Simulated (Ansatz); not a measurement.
Cl2H2Si (SMILES Cl[SiH2]Cl) at its CCSD(T)/cc-pV(T+d)Z minimum, average atomic masses, point group C2v.
(charge 0, multiplicity 1):
```xyz
5

Cl    -1.6741     0.3903    -0.0023
Si    -0.0120    -0.8048     0.0249
Cl     1.6850     0.3395    -0.0202
H     -0.0172    -1.5836     1.2700
H     -0.0313    -1.6589    -1.1696
```

Correlated levels freeze the cores.

The values were computed with Ansatz (Gaussian orbitals). Each number belongs to the level named beside it.

Harmonic frequencies (cm⁻¹): 188 530 596 605 725 891 973 2293 2305.

Question: Work out the rotational constants, the zero-point energy, and the ideal-gas entropy and heat capacity at 298.15 K and 1 bar (rigid rotor, harmonic oscillator).

Answer: 
Principal moments 35.971, 203.053, 233.019 u Å² give 16.8576/I = 0.4686, 0.08302, 0.07234 cm⁻¹. Zero point: Σω/2 = 4553 cm⁻¹ = 13.02 kcal/mol. Translation R(1.5 ln M + 2.5 ln T − 1.1517) with M = 101.001 u: 166.41 J/(mol K). Rotation with σ = 2: q = 49830.0, S = R(ln q + 3/2) = 102.40. Vibration, summed over R(u/(eᵘ − 1) − ln(1 − e⁻ᵘ)) with u = 1.43878ω/T: 17.84, of which the lowest mode gives 9.42. S° = 286.7 J/(mol K); C_p = 4R + 28.50 = 61.76 J/(mol K).

Ansatz is a program for electronic structure.
